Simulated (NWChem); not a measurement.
Correlation energy of H3N2

```xyz
5

N      0.6511    -0.3566     0.0959
N     -0.5470     0.1891    -0.1233
H      1.3245     0.4159     0.0242
H     -0.7248     1.1746     0.0674
H     -1.3289    -0.4182     0.1002
```
Charge 0, spin multiplicity 2.

Everything below was run with NWChem. All single points use one geometry, from UPBE0/def2-SVP, a minimum by its harmonic frequencies. It is one conformer; others weren't searched.

Basis set: cc-pVDZ. Each correlation energy counts from its own Hartree-Fock reference.

The correlated methods keep 2 core orbitals frozen. The structure started from a generated list of species. The stability of the SCF solutions was not checked. Open-shell Hartree-Fock references start from PBE0 orbitals. No row is a measurement; the coupled-cluster row has its own basis-set and correlation limits.

Q: Order these methods by the correlation energy they give, lowest first: CCSD[T] on ROHF, UMP2, CCSD on UHF, CCSD on ROHF, SCS-UMP2, CCSD(T) on UHF.

A: CCSD[T] on ROHF (-359.0 mHa), CCSD(T) on UHF (-352.2 mHa), CCSD on ROHF (-349.5 mHa), CCSD on UHF (-343.7 mHa), UMP2 (-317.6 mHa), SCS-UMP2 (-312.5 mHa)
